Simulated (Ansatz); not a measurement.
Program: Ansatz. Geometries: PBE0-D4/def2-TZVP. ΔE: electronic, gas phase. CCSD(T)/CBS is the MP2 limit (def2-TZVPP, def2-QZVPP) plus CCSD(T) − MP2 in def2-TZVPP, frozen cores. This one scheme is used for every species. DFT in def2-TZVPP. B3LYP here is the variant with VWN-RPA as its local correlation; programs differ in this. For Ga, Ge outer-core shells are correlated without core-valence functions, which leaves a few kJ/mol of doubt a bond. Scalar relativity is left out up to krypton. Each species was taken in one conformer, which may not be the lowest.

Reaction (formal exchange of groups at a Ge–C bond): `C#[C][GeH2][CH2]Cl` + `[NH2][GaH2]` → `C#[C][GeH2][GaH][NH2]` + `CCl`

```tsv
species	B3LYP energy (Eh)
`C#[C][GeH2][CH2]Cl`	-2654.58165
`[NH2][GaH2]`	-1982.09895
`C#[C][GeH2][GaH][NH2]`	-4136.54761
`CCl`	-500.15863
```

Task: Work out ΔE.

Result: ΔE = (-4136.54761) + (-500.15863) − (-2654.58165) − (-1982.09895) = -0.02564 Eh = -16.1 kcal/mol. CCSD(T)/CBS gives -14.6 kcal/mol.

Largest T1 diagnostic among the species: 0.014.
